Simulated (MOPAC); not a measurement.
Job for MOPAC: PM7 on NaP-, 2S+1 = 4, a spin state set in the input, which need not be the lowest, a point of a bond scan (R = 3.077 Å). Charge -1.

```
PM7 1SCF PRECISE CHARGE=-1 UHF MS=1.5 THREADS=1
NaP

Na     0.00000000 1     0.00000000 1     0.00000000 1
P      0.00000000 1     0.00000000 1     3.07671100 1
```

It printed:

```
*******************************************************************************
 **                                                                           **
 **                              MOPAC v23.2.5                                **
 **                                                                           **
 *******************************************************************************
 ** MOPAC's Digital Object Identifier: https://doi.org/10.5281/zenodo.6511958 **
 **                                                                           **
 ** Please cite the open-source release paper for use of this MOPAC version:  **
 ** J. E. Moussa and J. J. P. Stewart (2026)                                  **
 ** MOPAC: An open-source semiempirical molecular orbital program             **
 ** J. Open Source Softw., 11(119), 8025, https://doi.org/10.21105/joss.08025 **
 *******************************************************************************

                              PM7 CALCULATION RESULTS

 *******************************************************************************
 *  PM7        - The PM7 Hamiltonian to be used
 *  UHF        - UNRESTRICTED HARTREE-FOCK CALCULATION
 *
 *
 *
 *                 CHARGE ON SYSTEM = -1
 *
 *
 *
 *  MS=        - IN MECI, MAGNETIC COMPONENT OF SPIN =  1.5
 *  PRECISE    - TIGHTER CRITERIA TO BE USED
 *  1SCF       - DO 1 SCF AND THEN STOP
 *  THREADS=1  - MULTI-THREADING NOT USED
 *  T=         - A TIME OF 172800.0 SECONDS REQUESTED
 *  DUMP=N     - RESTART FILE WRITTEN EVERY 7200.0 SECONDS REQUESTED
 *******************************************************************************
PM7 1SCF PRECISE CHARGE=-1 UHF MS=1.5 THREADS=1
 NaP

   ATOM   CHEMICAL          X               Y               Z
  NUMBER   SYMBOL      (ANGSTROMS)     (ANGSTROMS)     (ANGSTROMS)

     1      Na          0.00000000  *   0.00000000  *   0.00000000  *
     2       P          0.00000000  *   0.00000000  *   3.07671100  *



          CARTESIAN COORDINATES

    NO.       ATOM           X           Y           Z

     1        Na          0.0000      0.0000      0.0000
     2         P          0.0000      0.0000      3.0767

 General Reference for PM7:
 "Optimization of Parameters for Semiempirical Methods VI: More Modifications to the
 NDDO Approximations and Re-optimization of Parameters", J. J. P. Stewart, J. Mol. Mod., 1:32, 19 (2013)
 https://link.springer.com/article/10.1007/s00894-012-1667-x

           Empirical Formula: Na P  =     2 atoms



      MOLECULAR POINT GROUP   :   C*v


          UHF CALCULATION, NO. OF ALPHA ELECTRONS =    5
                           NO. OF BETA  ELECTRONS =    2

 -------------------------------------------------------------------------------
 PM7 1SCF PRECISE CHARGE=-1 UHF MS=1.5 THREADS=1
 NaP



     1SCF WAS SPECIFIED, SO BFGS WAS NOT USED
     SCF FIELD WAS ACHIEVED


                              PM7 CALCULATION
                                                       MOPAC v23.2.5 Linux




          FINAL HEAT OF FORMATION =         25.22885 KCAL/MOL =     105.55750 KJ/MOL


          COSMO AREA              =        117.89 SQUARE ANGSTROMS
          COSMO VOLUME            =        109.46 CUBIC ANGSTROMS

          IONIZATION POTENTIAL    =          1.612049 EV
          ALPHA SOMO LUMO (EV)    =         -1.612 15.679
          BETA  SOMO LUMO (EV)    =         -3.706 -0.301
          NO. OF ALPHA ELECTRONS  =          5
          NO. OF BETA  ELECTRONS  =          2
          MOLECULAR WEIGHT        =         53.9635         POINT GROUP:  C*v

          MOLECULAR DIMENSIONS (Angstroms)

            Atom       Atom       Distance
            P     2   Na     1     3.07671
            P     2   Na     1     0.00000
           Na     1    P     2     0.00000


          SCF CALCULATIONS        =          1





   ATOM   CHEMICAL          X               Y               Z
  NUMBER   SYMBOL      (ANGSTROMS)     (ANGSTROMS)     (ANGSTROMS)

     1      Na          0.00000000  *   0.00000000  *   0.00000000  *
     2       P          0.00000000  *   0.00000000  *   3.07671100  *

                             CARTESIAN COORDINATES

   1   Na        0.000000000     0.000000000     0.000000000
   2    P        0.000000000     0.000000000     3.076711000


           Empirical Formula: Na P  =     2 atoms



      MOLECULAR POINT GROUP   :   C*v


          ALPHA EIGENVALUES
 -38.95998  -7.18574  -7.18574  -5.66305  -1.61205  15.67872  16.10351  16.10351
 113.32184 113.32184 113.33254 113.33254 113.48727


           BETA EIGENVALUES
 -35.56708  -3.70631  -0.30075  -0.30075  17.21817  20.56110  20.56110  21.37864
 113.32655 113.32655 113.33843 113.33843 113.51045


              NET ATOMIC CHARGES AND DIPOLE CONTRIBUTIONS

  ATOM NO.   TYPE          CHARGE      No. of ELECS.   s-Pop       p-Pop       d-Pop
    1         Na          -0.035960        1.0360     0.93395     0.10201
    2          P          -0.964040        5.9640     1.99382     3.96997     0.00025
 DIPOLE           X         Y         Z       TOTAL
 POINT-CHG.     0.000     0.000    -5.764     5.764
 HYBRID        -0.000    -0.000     1.606     1.606
 SUM           -0.000    -0.000    -4.159     4.159


          ATOMIC ORBITAL ELECTRON POPULATIONS

     Atom    s        px        py        pz      x^2-y^2     xz        z^2       yz        xy
    1 Na   0.93395   0.00077   0.00077   0.10047
    2  P   1.99382   0.99923   0.99923   1.97152   0.00000   0.00000   0.00025   0.00000   0.00000


                    (SZ)    =    1.500000
                    (S**2)  =    3.750082


          ATOMIC ORBITAL SPIN POPULATIONS

    Atom   Total    s     px     py     pz   x^2-y^2  xz     z^2    yz     xy
         Atomic
    1 Na  1.0035  0.931  0.001  0.001  0.071
    2  P  1.9965  0.000  0.999  0.999 -0.002 -0.000  0.000  0.000  0.000  0.000

 **********************
 *                    *
 * JOB ENDED NORMALLY *
 *                    *
 **********************




 == MOPAC DONE ==
```

The run finished.

Cost: around 0.020 core-seconds (rough).
